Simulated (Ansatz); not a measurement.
Total energies of `C[Si](F)(Cl)N=C=O`.

```tsv
atom	x (Å)	y (Å)	z (Å)
C1	1.618	-0.205	-0.058
Si2	-0.026	0.562	-0.322
F3	0.007	2.089	0.104
Cl4	-0.578	0.499	-2.283
N5	-1.216	-0.197	0.618
C6	-2.316	-0.615	0.842
O7	-3.362	-1.040	1.105
H8	2.380	0.311	-0.646
H9	1.892	-0.149	0.998
H10	1.602	-1.255	-0.358
```

The species carries charge 0 and has multiplicity 1. The geometry is a stationary point of PBE0-D4/def2-TZVP. It is one conformer, not always the lowest. Basis def2-TZVPP, Ansatz.

RPA on PBE orbitals: Hartree–Fock energy of these orbitals -1054.94448 Eh, correlation -1.99919 Eh (frozen core).

| functional | energy without D4 (Eh) | D4 term (kJ/mol) |
| --- | --- | --- |
| LDA (SPW92) | -1052.92440 | – |
| PBE | -1057.21061 | -27.0 |
| r2SCAN | -1057.68085 | -6.8 |
| B97M-V | -1057.63040 | – |
| PBE0 | -1057.27786 | -23.1 |
| B3LYP | -1057.91577 | -43.6 |
| r2SCAN0 | -1057.62796 | -8.1 |
| ωB97X-V | -1057.66681 | – |
| ωB97M-V | -1057.75601 | – |
| B2PLYP | -1057.43068 | – |

(1) Give the same for revPBE, BLYP, r2SCANh, HSE06 (plane-wave form), BHLYP, CAM-B3LYP, LC-ωPBE, PBE-QIDH. (An estimate is asked.)

B3LYP takes the VWN-RPA correlation (the form of Gaussian; ORCA's B3LYP/G). HSE06 is the plane-wave form, built on full-range PBE exchange. The double hybrids freeze the cores in their second-order part.

Results:

(1) The calculation gave: 
```
             functional  energy without D4 (Eh)  D4 term (kJ/mol)
                 revPBE             -1057.63581             -77.9
                   BLYP             -1057.81745             -58.7
                r2SCANh             -1057.65904              -7.3
HSE06 (plane-wave form)             -1057.24970             -21.6
                  BHLYP             -1057.73217             -34.0
              CAM-B3LYP             -1057.79307             -23.6
                LC-ωPBE             -1057.47063                 –
               PBE-QIDH             -1057.06952                 –
```

LC-ωPBE has ω = 0.4 bohr⁻¹.
